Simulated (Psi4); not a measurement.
A dimer, C2H6 ··· Cl- (SMILES CC and [Cl-]) (charge -1), singlet; the first 8 atoms form monomer A.

```
9

C      0.7622    -0.0193     0.0332
C     -0.7622     0.0193    -0.0332
H      1.1994     0.9078    -0.3430
H      1.1649    -0.8396    -0.5642
H      1.1115    -0.1560     1.0585
H     -1.1994    -0.9078     0.3430
H     -1.1649     0.8396     0.5642
H     -1.1115     0.1559    -1.0585
Cl    -2.2216     2.6530     1.8740
```

Question: What interaction energy does SAPT0/jun-cc-pVDZ, frozen core in Psi4 give, and which attractive term is the largest?

Answer: Total -8.11 kJ/mol: electrostatics -16.71, exchange 33.95, induction -18.12, dispersion -7.22. The most attractive term is induction.
